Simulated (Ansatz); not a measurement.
Reaction: CH3Si (SMILES [CH]=[SiH2], doublet) → CH3Si (SMILES [SiH]=C, doublet)
Each species at its own B3LYP-D3(BJ)/def2-TZVP minimum (Ansatz, a first-principles code).

Total energies in hartree (Ansatz). UHF or UKS for unpaired electrons; spin-orbit terms are left out. Cores are frozen in correlated methods. No relativity. The UHF reference of CH3Si ([CH]=[SiH2], doublet) is spin-contaminated (<S^2> up to 0.40 over the pure value in the sets run). The UHF reference of CH3Si (C=[SiH], doublet) is spin-contaminated (<S^2> up to 0.44 over the pure value in the sets run).

```csv
species,HF/cc-pV(T+d)Z,CCSD(T)/cc-pV(T+d)Z,HF/cc-pV(Q+d)Z,CCSD(T)/cc-pV(Q+d)Z,CCSDT(Q)/cc-pV(T+d)Z
"1: CH3Si (SMILES [SiH2]=[CH], doublet)",-328.45500,-328.74784,-328.46117,-328.76914,-328.75101
"2: CH3Si (SMILES [SiH]=C, doublet)",-328.47806,-328.77897,-328.48384,-328.79974,-328.78234
```

Task: Work out the isomerisation energy (electronic) in kcal/mol: take Hartree-Fock from cc-pV(Q+d)Z, extrapolate the CCSD(T) correlation energy as X^-3 (X = 3, 4), and add CCSDT(Q) - CCSD(T) in cc-pV(T+d)Z. 1 hartree = 627.51 kcal/mol.

Result: 
Species 1: correlation (64·(-0.30797) - 27·(-0.29284))/37 = -0.31901; step -0.00317; E1 = -328.46117 + (-0.31901) + (-0.00317) = -328.78335
Species 2: correlation (64·(-0.31590) - 27·(-0.30091))/37 = -0.32684; step -0.00337; E2 = -328.48384 + (-0.32684) + (-0.00337) = -328.81405
-1·E1 +1·E2 = -0.03070 hartree = -19.3 kcal/mol.
